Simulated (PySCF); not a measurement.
## Ions at one geometry of [Ce(H2O)5]3+

PySCF 2.14.0, UKS PBE0, Ce def2-SVP with ECP28, O def2-SVP, H def2-SVP; non-relativistic Hamiltonian with scalar-relativistic core potentials where named; density fitting; no spin-orbit coupling; singlets restricted, open shells unrestricted. The geometry is relaxed for charge +3, doublet, vacuum:

```xyz
16

Ce    0.1144    0.0000    0.0000
O    -0.4570    0.0000    2.3490
H    -0.5833    0.7688    2.9400
H    -0.5833   -0.7688    2.9400
O    -0.4570    0.0000   -2.3490
H    -0.5833   -0.7688   -2.9400
H    -0.5833    0.7688   -2.9400
O     2.5112   -0.0001    0.0000
H     3.1194   -0.7683    0.0000
H     3.1194    0.7681    0.0000
O    -0.7811    2.2461    0.0000
H    -0.3034    3.1009    0.0000
H    -1.7238    2.5112    0.0000
O    -0.7813   -2.2460    0.0000
H    -1.7240   -2.5111    0.0000
H    -0.3036   -3.1009    0.0000
```

Energies count from the relaxed state; an electron taken off or put on is at rest in vacuum. Charges and spins are Mulliken's.

**Question.** Order these states by energy, lowest first.
A. charge +2, triplet, vacuum
B. charge +2, singlet, vacuum
C. charge +4, triplet, vacuum
D. charge +4, singlet, vacuum
E. charge +3, doublet, vacuum

**Answer.** A (-12.28 eV), B (-10.66 eV), E (0.00 eV), D (23.97 eV), C (24.79 eV).

**Question.** How do charge and spin on the first atom follow?

**Answer.** 
```csv
state,spin squared,charge on Ce1 (e),spin on Ce1 (e),dipole about the centre of mass (D)
"charge +3, doublet, vacuum",0.75,1.73,1.01,0.31
"charge +4, singlet, vacuum",0.00,2.00,0.00,0.43
"charge +4, triplet, vacuum",2.01,1.81,0.94,0.65
"charge +2, singlet, vacuum",0.00,1.08,0.00,1.25
"charge +2, triplet, vacuum",2.00,1.03,2.00,0.08
```

With an electron taken off (singlet, the lower of the two states computed) the charges change, summed by element, by Ce +0.28 e, O +0.31 e, H +0.42 e. The vertical ionisation energy is 23.97 eV, against −ε(HOMO) = 21.21 eV over both spins of the relaxed state. The level lies 2.8 eV too high, as is usual for semilocal functionals and global hybrids, which keep a self-interaction error.

With an electron put on (triplet, the lower of the two states computed) the charges change, summed by element, by Ce -0.69 e, O +0.08 e, H -0.39 e. The vertical electron affinity is 12.28 eV, against −ε(LUMO) = 15.28 eV over both spins of the relaxed state.

Open shells may have lower solutions than those found.

No frequency check is given that shows the relaxed geometry to be a minimum. No other spin state of this charge was computed.
